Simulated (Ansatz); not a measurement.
CH5GeNS, SMILES `C[S][Ge][NH2]` at its PBE0-D4/def2-TZVP geometry, where that method's forces vanish. Charge 0, multiplicity 1.

```xyz
9

C     0.9654   -0.9961    0.1453
S    -0.3468   -1.1093    1.3847
Ge   -1.7971    0.5616    0.9977
N    -0.9973    1.3315   -0.4465
H     1.6657   -1.8085    0.3389
H     1.5028   -0.0502    0.2255
H     0.5666   -1.1166   -0.8629
H    -1.4141    2.1397   -0.8799
H    -0.1452    1.0479   -0.9028
```

What forces (eV/Å) does r2SCAN-D4/def2-TZVPP give on these atoms in Ansatz 0.2.0? (Estimate.)

Ansatz gave: 
```
C1   0.138 -0.010 -0.112
S2  -0.097 -0.031  0.116
Ge3 -0.082 -0.002  0.071
N4   0.028 -0.008 -0.016
H5  -0.012  0.019 -0.008
H6  -0.010 -0.009 -0.010
H7   0.008  0.011  0.011
H8  -0.001  0.023 -0.021
H9   0.029  0.007 -0.032
```
